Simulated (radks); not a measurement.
The numbers below are computed, except where a source is named.
All-electron atom: Se3+ in [Ar] 3d10 4s2 4p1. Level of theory: scalar-relativistic Kohn-Sham, PBEsol, spin-polarised, spherical densities, finite nucleus; open shells are filled with parallel spins first; Fermi nuclear charge, rms radius 4.14 fm (a radial shooting solver on a logarithmic mesh with Libxc functionals).

X-ray form factor f0, the Fourier transform of the density (f0(0) = 31):

sin(theta)/lambda (1/angstrom),f0 (electrons)
0.05,30.666
0.1,29.730
0.15,28.362
0.2,26.759
0.25,25.085
0.3,23.440
0.4,20.384
0.5,17.650
0.6,15.220
0.8,11.352
1,8.824
1.25,7.044
1.5,6.062
2,4.765
